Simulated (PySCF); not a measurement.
KCl, SMILES [Cl][K]. Coordinates come from a PBE-D3(BJ)/def2-TZVPD optimisation.

Computed equilibrium geometry at PBE-D3(BJ)/def2-TZVPD (PySCF confirms it by a frequency run) as Cartesian coordinates in Å, and its point group:
point group C∞v.
```xyz
2

K      0.0000     0.0000    -1.2754
Cl     0.0000     0.0000     1.4255
```
